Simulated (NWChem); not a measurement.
Species: C3H3F3; SMILES C(C(F)=C)(F)F

```xyz
9

C     -1.3243    -1.1926    -0.3933
C     -0.1527    -0.7403     0.0282
F      0.9063    -1.5497     0.2342
C      0.1950     0.6822     0.3675
F     -0.8956     1.4805     0.2023
F      1.1845     1.1212    -0.4667
H     -2.1475    -0.5048    -0.5358
H     -1.4737    -2.2453    -0.6043
H      0.5575     0.7871     1.3968
```
Atoms are numbered in this order, from 1.

Results from NWChem. Medium grid unless said otherwise, to which SCAN and Minnesota functionals are sensitive. Structure relaxed at the B3LYP/6-31G* (spherical d) level. Hybrids' shares of exact exchange are those that their runs print; pure functionals count as 0. The functionals differ in more than this share.

```csv
row,share of exact exchange,orbital gap (eV)
PBE/def2-SVP,0.00,5.47
r2SCAN/def2-SVP,0.00,5.94
B3LYP/def2-SVP,0.20,7.33
PBE0/def2-SVP,0.25,withheld
M06-2X/def2-SVP,0.54,10.11
```

Q: Fit a straight line of the last column on the one before it, predict the withheld value, and compare with the run.

A: 
1. Means of the 4 shown rows: x = 0.185, y = 7.213. Slope Σ(x − x̄)(y − ȳ)/Σ(x − x̄)² = 1.588/0.1947 = 8.157; intercept 5.703.
2. The shown rows scatter about the line by 0.166 (root mean square); the largest residual is +0.24, at r2SCAN/def2-SVP.
3. At x = 0.25 (PBE0/def2-SVP; inside the shown range) the line gives 7.74.
4. The run gives 7.81, +0.07 from the line, 0.4 times the scatter.
